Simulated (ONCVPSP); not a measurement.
Configuration tests for Al (Z = 13) (ONCV)

| Property | Result |
| --- | --- |
| Element | aluminium (Al) |
| Generator | ONCVPSP 4.0.1 |
| Type | optimised norm-conserving Vanderbilt (ONCV) |
| Functional | PBE |
| Relativity | scalar-relativistic |
| Frozen core | [Ne] |
| Valence charge | 3 |
| Reference configuration | 3s2 3p1 |
| Partial waves | 3s: rc 2.15 bohr, ncon 4, nbas 7, qcut 2.5 1/bohr, 1 projector; 3p: rc 2.80 bohr, ncon 4, nbas 8, qcut 3.1 1/bohr, 3 projectors, debl 2.9 Ha; d scattering state at 0.29 Ha: rc 2.50 bohr, ncon 4, nbas 8, qcut 4.4 1/bohr, 2 projectors, debl 2.6 Ha |
| Local potential | polynomial inside 1.90 bohr (lpopt 2, dvloc0 -1 Ha) |
| Core correction | Teter function, fcfact 4.25, rcfact 1.5 |

Energies are relative to the spin-unpolarised reference configuration 3s2 3p1; without spin polarisation the order of configurations can differ from experiment.

Give the all-electron excitation energy and the error of the potential for: 3s2 3p0; 3s1 3p0; 3s2 3p0.5; 3s0 3p3.

| valence configuration | charge | ΔE all-electron (eV) | error AE − PS (meV) |
| --- | --- | --- | --- |
| 3s2 3p0 | +1 | 5.761 | +2.2 |
| 3s1 3p0 | +2 | 24.987 | -15 |
| 3s2 3p0.5 | +0.5 | 2.086 | +0.5 |
| 3s0 3p3 | 0 | 10.451 | -26 |
